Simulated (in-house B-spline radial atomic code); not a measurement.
Successive ionisation energies of aluminium; each step leads to the configuration of the next row (after the last: bare). Dirac energy differences include first-order Breit, QED and recoil terms. NIST's values go from ground level to ground level; the uncertainty of those that are theory runs from under 0.1 % in few-electron ions to several per cent in heavy many-electron ones. Computed with a B-spline radial code for spherical atoms: Dirac-Hartree-Fock, average of the configuration, finite nuclei.

| ion | configuration | ionisation energy (eV) | tabulated value (eV) | tabulated kind | computed minus tabulated (eV) | highest orbital | largest mean radius (bohr) |
| --- | --- | --- | --- | --- | --- | --- | --- |
| Al5+ | [He] 2s2 2p4 | 194.2 | 190.49 | semi-empirical | 3.7 | 2p3/2 | 0.58326 |
| Al6+ | [He] 2s2 2p3 | 236.5 | 241.76 | semi-empirical | -5.2 | 2p3/2 | 0.56708 |
| Al7+ | [He] 2s2 2p2 | 281.9 | 284.64 | semi-empirical | -2.8 | 2p3/2 | 0.55161 |
| Al8+ | [He] 2s2 2p1 | 330.1 | 330.21 | semi-empirical | -0.1 | 2p3/2 | 0.53684 |
| Al9+ | [He] 2s2 | 394.3 | 398.65 | semi-empirical | -4.4 | 2s1/2 | 0.52275 |
| Al10+ | [He] 2s1 | ? | ? | tabulated theory | ? | ? | ? |
| Al11+ | 1s2 | ? | ? | tabulated theory | ? | ? | ? |
| Al12+ | 1s1 | 2304.1 | 2304.14 | tabulated theory | 0.0 | 1s1/2 | 0.11504 |

Question: Fill in the row of Al10+.

Answer: ionisation energy (eV): 441.9; tabulated value (eV): 442.005; computed minus tabulated (eV): -0.2; highest orbital: 2s1/2; largest mean radius (bohr): 0.50995.

Question: Fill in the row of Al11+.

Answer: ionisation energy (eV): 2084.7; tabulated value (eV): 2085.977; computed minus tabulated (eV): -1.3; highest orbital: 1s1/2; largest mean radius (bohr): 0.11848.

Question: Where is the largest jump?

Answer: From Al10+ to Al11+, by a factor of 4.72 (441.85 to 2084.7 eV); the highest orbital goes from 2s1/2 to 1s1/2.

Where a p, d or f electron is removed, the computed value is a mean over both j, so it misses the tabulated one by a part of the spin-orbit splitting; averaging over terms and missing correlation add to the gap, relatively most at low charge.
